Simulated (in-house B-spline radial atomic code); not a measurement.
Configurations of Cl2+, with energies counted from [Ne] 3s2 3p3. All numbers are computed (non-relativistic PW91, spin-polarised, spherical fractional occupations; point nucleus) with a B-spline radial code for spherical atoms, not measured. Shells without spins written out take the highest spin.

Occupations are held fixed; configurations that lie above the ionisation limit could autoionise.

| configuration | E - E(ref) (eV) | highest orbital | its <r> (bohr) |
| --- | --- | --- | --- |
| [Ne] 3s2 3p2 4d1 | 29.177 | 4d up | 5.078 |
| [Ne] 3s2 3p(2 up, 0 down) 4f(1 up, 0 down) | 31.561 | 4f up | 5.582 |
| [Ne] 3s(0 up, 1 down) 3p(3 up, 0 down) 4s(0 up, 1 down) | 35.498 | 4s down | 3.567 |
| [He] 2s2 2p5 3s2 3p3 3d1 | 215.24 | 3d up | 1.809 |
| [He] 2s2 2p5 3s2 3p3 4p1 | 223.66 | 4p up | 3.815 |
| [He] 2s2 2p(3 up, 2 down) 3s2 3p(1 up, 2 down) 4s(0 up, 1 down) | 224.06 | 4s down | 3.41 |
| [He] 2s2 2p5 3s2 3p3 4f1 | 231.07 | 4f up | 5.568 |

Question: Order these further configurations by energy, lowest first.
A. [Ne] 3s2 3p2 4p1
B. [Ne] 3s(0 up, 1 down) 3p(0 up, 3 down) 4f(0 up, 1 down)
C. [Ne] 3s2 3p2 4s1
D. [Ne] 3s1 3p3 3d1
E. [Ne] 3s1 3p4

Answer: E (12.91 eV), C (21.483 eV), A (24.778 eV), D (25.974 eV), B (40.207 eV).

Question: How far above the reference does [Ne] 3s1 3p3 4d1 lie?

Answer: 37.742 eV; its least bound orbital is 4d up with <r> = 5.017 bohr.

Question: How far above the reference does [He] 2s2 2p5 3s2 3p4 lie?

Answer: 199.45 eV; its least bound orbital is 3p down with <r> = 1.516 bohr.
